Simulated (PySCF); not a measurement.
Species: C10H11F.
Z-matrix (Å and degrees, GFN2-xTB geometry), rows numbered from 1:
```
C 
C   1  1.4991
C   2  1.3879  1  120.43
C   3  1.3856  2  120.13  1  -179.32
F   4  1.3545  3  118.91  2  -179.87
C   4  1.3776  3  121.02  2    -0.32
C   6  1.3926  4  118.59  3     0.57
C   7  1.3789  6  121.16  4    -0.35
C   7  1.5006  6  109.87  4   178.97
C   9  1.5374  7  103.42  6    16.92
C   6  1.4981  4  130.17  3  -179.69
H   1  1.0878  2  110.72  3  -143.60
H   1  1.0870  2  111.04  3   -22.39
H   1  1.0905  2  110.01  3    97.26
H   3  1.0791  2  120.86  1     0.88
H   8  1.0803  2  119.77  1    -0.87
H   9  1.0938  7  109.29  6  -101.27
H   9  1.0896  7  112.74  6   138.76
H  10  1.0888  9  112.34  7  -148.52
H  10  1.0913  9  109.32  7    91.42
H  11  1.0935  6  109.80  4   -76.93
H  11  1.0899  6  112.42  4    43.03
```

Computed with PBE0/pcSseg-1 in PySCF (dipole) on a GFN2-xTB geometry, gas phase.

Take the most abundant isotopes and a rigid rotor. The values belong to one conformer with, in the numbering `[CH3:1][c:2]1[cH:3][c:4]([F:5])[c:6]2[c:7]([cH:8]1)[CH2:9][CH2:10][CH2:11]2`, C6–C7–C9–C10 17°, C7–C9–C10–C11 -26°, C9–C10–C11–C6 25°, C4–C6–C11–C10 165°.

Problem. Give the principal moments of inertia and the rotational constants in cm⁻¹.

Solution. Ia = 297.62, Ib = 513.56, Ic = 795.16 u·Å²; 505379 MHz·u·Å²/I gives 1698, 984.1 and 635.6 MHz, that is A = 0.05664, B = 0.03282, C = 0.02120 cm⁻¹.

Problem. Classify the top.

Solution. An asymmetric top. Ray's parameter κ = (2B − A − C)/(A − C) = -0.344; −1 is the prolate and +1 the oblate limit.

Problem. What does the inertial defect say?

Solution. Not planar: Δ = Ic − Ia − Ib = -16.02 u·Å². For a rigid frame Δ = −2 Σ m c², so Σ m c² = 8.01 u·Å² lies off the ab plane: 6.66 from hydrogen and 1.35 from heavier atoms. The atom farthest from that plane is 1.35 Å away.

Problem. Give the coordinates in the principal-axis frame, origin at the centre of mass.

Solution. The sense of each axis is arbitrary; atoms in the order of the calculation.
```csv
atom,mass (u),a (Å),b (Å),c (Å)
C1,12.000,3.302,-1.045,-0.053
C2,12.000,1.888,-0.548,-0.023
C3,12.000,1.622,0.814,-0.029
C4,12.000,0.313,1.267,0.012
F5,18.998,0.082,2.602,0.002
C6,12.000,-0.743,0.384,0.053
C7,12.000,-0.469,-0.982,0.064
C8,12.000,0.827,-1.450,0.028
C9,12.000,-1.752,-1.758,0.135
C10,12.000,-2.816,-0.726,-0.271
C11,12.000,-2.218,0.642,0.095
H12,1.008,3.379,-1.951,-0.650
H13,1.008,3.972,-0.293,-0.462
H14,1.008,3.636,-1.282,0.958
H15,1.008,2.424,1.535,-0.069
H16,1.008,1.026,-2.512,0.032
H17,1.008,-1.910,-2.100,1.162
H18,1.008,-1.750,-2.634,-0.513
H19,1.008,-3.772,-0.903,0.220
H20,1.008,-2.974,-0.775,-1.349
H21,1.008,-2.512,0.945,1.103
H22,1.008,-2.521,1.432,-0.592
```

Problem. List the rotational levels J(Ka,Kc) to J = 4 (MHz).

Solution. Above 0(0,0):
J = 1: 1(0,1) 1620, 1(1,1) 2334, 1(1,0) 2682
J = 2: 2(0,2) 4759, 2(1,2) 5224, 2(1,1) 6270, 2(2,1) 8412, 2(2,0) 8512
J = 3: 3(0,3) 9263, 3(1,3) 9505, 3(1,2) 11577, 3(2,2) 13271, 3(2,1) 13725, 3(3,1) 17768, 3(3,0) 17786
J = 4: 4(0,4) 15026, 4(1,4) 15131, 4(1,3) 18491, 4(2,3) 19670, 4(2,2) 20838, 4(3,2) 24402, 4(3,1) 24526, 4(4,1) 30488, 4(4,0) 30491
Those of J = 1 are B + C, A + C and A + B.

Problem. Predict some low-J microwave lines.

Solution. The dipole components are |μa| = 0.06 D, |μb| = 1.81 D, |μc| = 0.09 D. The squared components, which scale the intensities, stand as 0.00 : 1.00 : 0.00 (a : b : c). Some lines, for components of 0.1 D or more:

| type | branch | J(Ka,Kc) | MHz | lower level (cm⁻¹) |
| --- | --- | --- | --- | --- |
| b | Q | 1(1,0) ← 1(0,1) | 1063 | 0.054 |
| b | Q | 2(1,1) ← 2(0,2) | 1511 | 0.159 |
| b | Q | 2(2,0) ← 2(1,1) | 2242 | 0.209 |
| b | R | 1(1,1) ← 0(0,0) | 2334 | 0.000 |
| b | R | 2(0,2) ← 1(1,1) | 2426 | 0.078 |
| b | Q | 2(2,1) ← 2(1,2) | 3188 | 0.174 |
| b | R | 2(1,2) ← 1(0,1) | 3605 | 0.054 |
| b | R | 2(2,1) ← 1(1,0) | 5730 | 0.089 |
| b | R | 2(2,0) ← 1(1,1) | 6178 | 0.078 |

Problem. Estimate the classical rotational partition function at 10 K, 25 K and 200 K.

Solution. Point group C1, symmetry number σ = 1; q = (√π/σ)·√((kT/h)³/(ABC)), k/h = 20836.6 MHz/K: 5170 at 10 K, 20400 at 25 K, 463000 at 200 K.

GFN2-xTB frequencies: not computed here. Constants of a rigid frame at the computed geometry: no zero-point averaging, no centrifugal distortion. A rigid rotor knows nothing of internal rotation, which can split or shift real lines.
